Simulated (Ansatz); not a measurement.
Program: Ansatz. Geometries: PBE0-D4/def2-TZVP. ΔE: electronic, gas phase. CBS: MP2 limit from def2 TZ/QZ plus the TZ coupled-cluster correction, frozen cores. This one scheme is used for every species. Functionals use def2-TZVPP. B3LYP here is the variant with VWN-RPA as its local correlation; programs differ in this. One conformer a species, not always the lowest.

`OBC(F)[SiH3]` + `OBF` → `OBOBF` + `FC[SiH3]`  (ligand exchange at a B–C bond)

```json
{"level": "PBE-D4", "ΔE (kcal/mol)": "-21.7", "difference from CCSD(T)/CBS": "2.2"}
{"level": "r2SCAN-D4", "ΔE (kcal/mol)": "-23.7", "difference from CCSD(T)/CBS": "0.2"}
{"level": "PBE0-D4", "ΔE (kcal/mol)": "-22.7", "difference from CCSD(T)/CBS": "1.2"}
{"level": "B3LYP-D4", "ΔE (kcal/mol)": "-24.4", "difference from CCSD(T)/CBS": "-0.5"}
{"level": "ωB97X-V", "ΔE (kcal/mol)": "-23.5", "difference from CCSD(T)/CBS": "0.4"}
{"level": "ωB97M-V", "ΔE (kcal/mol)": "-23.4", "difference from CCSD(T)/CBS": "0.5"}
{"level": "B2PLYP", "ΔE (kcal/mol)": "-24.9", "difference from CCSD(T)/CBS": "-1.0"}
{"level": "PBE", "ΔE (kcal/mol)": "-22.2", "difference from CCSD(T)/CBS": "1.7"}
{"level": "r2SCAN", "ΔE (kcal/mol)": "-23.9", "difference from CCSD(T)/CBS": "0.0"}
{"level": "PBE0", "ΔE (kcal/mol)": "-23.2", "difference from CCSD(T)/CBS": "0.7"}
{"level": "B3LYP", "ΔE (kcal/mol)": "-25.3", "difference from CCSD(T)/CBS": "-1.4"}
{"level": "HF/def2-TZVPP", "ΔE (kcal/mol)": "-28.9", "difference from CCSD(T)/CBS": "-5.0"}
{"level": "MP2/def2-TZVPP", "ΔE (kcal/mol)": "-23.8", "difference from CCSD(T)/CBS": "0.1"}
{"level": "SCS-MP2/def2-TZVPP", "ΔE (kcal/mol)": "-24.6", "difference from CCSD(T)/CBS": "-0.7"}
{"level": "CCSD/def2-TZVPP", "ΔE (kcal/mol)": "-24.3", "difference from CCSD(T)/CBS": "-0.4"}
{"level": "CCSD(T)/def2-TZVPP", "ΔE (kcal/mol)": "-23.7", "difference from CCSD(T)/CBS": "0.2"}
{"level": "HF/def2-QZVPP", "ΔE (kcal/mol)": "-29.3", "difference from CCSD(T)/CBS": "-5.4"}
{"level": "MP2/def2-QZVPP", "ΔE (kcal/mol)": "-24.1", "difference from CCSD(T)/CBS": "-0.2"}
{"level": "SCS-MP2/def2-QZVPP", "ΔE (kcal/mol)": "-24.9", "difference from CCSD(T)/CBS": "-1.0"}
{"level": "HF/CBS(def2)", "ΔE (kcal/mol)": "-29.4", "difference from CCSD(T)/CBS": "-5.5"}
{"level": "MP2/CBS(def2)", "ΔE (kcal/mol)": "-24.0", "difference from CCSD(T)/CBS": "-0.1"}
{"level": "CCSD/CBS(def2)", "ΔE (kcal/mol)": "-24.5", "difference from CCSD(T)/CBS": "-0.6"}
{"level": "CCSD(T)/CBS", "ΔE (kcal/mol)": "-23.9", "difference from CCSD(T)/CBS": "0"}
```

Largest T1 diagnostic among the species: 0.014.

The D4 term adds +0.8 kcal/mol with B3LYP and +0.5 kcal/mol with PBE0; it sums over pairs of atoms, weighted by their polarisabilities, and B3LYP, whose exchange is more repulsive, gets the larger term. In def2-TZVPP, CCSD(T) changes the Hartree–Fock value by +5.2 kcal/mol (the triples alone add +0.6 kcal/mol) and MP2 by +5.1 kcal/mol.
